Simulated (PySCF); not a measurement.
Isomers of C4H4. Gas-phase values, no solvent. Strings in code marks are SMILES.

Computed with PBE-D3(BJ)/def2-TZVP in PySCF 2.14.0. Delta-SCF ions had no search for a lower state. Excitations are Tamm–Dancoff values on a coarser integration grid. The basis has no diffuse functions, so Rydberg states are missing or too high.

```json
[
 {"species": "`C(=C)C#C`", "vertical ionisation energy (Delta-SCF) (eV)": "___", "S1 excitation (TDA) (eV)": "4.84", "S1 oscillator strength": "0.000"},
 {"species": "`C(=C=C)=C`", "vertical ionisation energy (Delta-SCF) (eV)": "9.18", "S1 excitation (TDA) (eV)": "3.87", "S1 oscillator strength": "0.000"},
 {"species": "`C1=CC=C1`", "vertical ionisation energy (Delta-SCF) (eV)": "7.92", "S1 excitation (TDA) (eV)": "___", "S1 oscillator strength": "0.000"},
 {"species": "`C1=CC1=C`", "vertical ionisation energy (Delta-SCF) (eV)": "8.28", "S1 excitation (TDA) (eV)": "___", "S1 oscillator strength": "0.010"}
]
```

Problem. Fill in the missing entries.

Solution. 
- `C(=C)C#C`, vertical ionisation energy (Delta-SCF) (eV): 9.29
- `C1=CC=C1`, S1 excitation (TDA) (eV): 2.87
- `C1=CC1=C`, S1 excitation (TDA) (eV): 3.72
